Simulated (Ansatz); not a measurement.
Consider the redistribution: `[SiH3]OB1N[SiH2]1` + `OB(O)F` → `OB1N[SiH2]1` + `OB(F)O[SiH3]`.

Calculated with Ansatz (gas phase, PBE0-D4/def2-TZVP geometries, no zero-point term in ΔE). CCSD(T)/CBS adds triple-zeta CCSD(T) − MP2 to the extrapolated MP2 energy (def2 sets, frozen cores). Each species was taken in one conformer, which may not be the lowest.

```csv
species,CCSD(T)/CBS(def2) energy (Eh)
`[SiH3]OB1N[SiH2]1`,-736.52181
`OB(O)F`,-276.31625
`OB1N[SiH2]1`,-446.20480
`OB(F)O[SiH3]`,-566.62981
```

Question: Work out ΔE.

Answer: ΔE = (-446.20480) + (-566.62981) − (-736.52181) − (-276.31625) = 0.00345 Eh = +9.1 kJ/mol.

Largest T1 diagnostic among the species: 0.013.
